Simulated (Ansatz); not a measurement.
Frontier orbitals of `[SiH3][O][Al]([Cl])[GaH2]`.

Z-matrix (Å, degrees):
```
Si
O 1 1.630
H 1 1.486 2 109.3
H 1 1.487 2 110.3 3 -119.7
H 1 1.487 2 110.4 3 119.8
Al 2 1.681 1 160.9 3 -176.2
Ga 6 2.498 2 122.0 1 179.9
Cl 6 2.107 2 117.2 1 -0.1
H 7 1.573 6 121.5 2 -90.5
H 7 1.573 6 121.4 2 89.8
```

The species carries charge 0 and has multiplicity 1. Correlated methods include outer-core shells of Ga, which these sets cover unevenly. Scalar relativity is left out up to krypton. Geometry: relaxed with PBE0-D4/def2-TZVP. It is one conformer, not always the lowest. Basis def2-TZVPP, the Gaussian-basis code of Ansatz.

| functional | HOMO (eV) | LUMO (eV) |
| --- | --- | --- |
| r2SCANh | -7.18 | -2.70 |

Give HOMO and LUMO (eV) with LDA (SPW92), PBE, revPBE, BLYP, r2SCAN, B97M-V, PBE0, B3LYP, r2SCAN0, HSE06 (plane-wave form), BHLYP, CAM-B3LYP, LC-ωPBE, ωB97X-V, ωB97M-V, HF. (Estimate.)

The calculation gave: 
| functional | HOMO | LUMO |
| --- | --- | --- |
| LDA (SPW92) | -6.68 | -3.47 |
| PBE | -6.56 | -3.21 |
| revPBE | -6.50 | -3.08 |
| BLYP | -6.41 | -3.11 |
| r2SCAN | -6.79 | -2.98 |
| B97M-V | -6.88 | -3.18 |
| PBE0 | -7.61 | -2.41 |
| B3LYP | -7.41 | -2.64 |
| r2SCAN0 | -7.76 | -2.29 |
| HSE06 (plane-wave form) | -7.22 | -2.78 |
| BHLYP | -8.55 | -1.61 |
| CAM-B3LYP | -8.84 | -1.46 |
| LC-ωPBE | -10.11 | -0.30 |
| ωB97X-V | -9.80 | -0.45 |
| ωB97M-V | -9.59 | -0.67 |
| HF | -10.00 | 0.44 |

B3LYP here is the variant with VWN-RPA as its local correlation; programs differ in this. LC-ωPBE has ω = 0.4 bohr⁻¹.
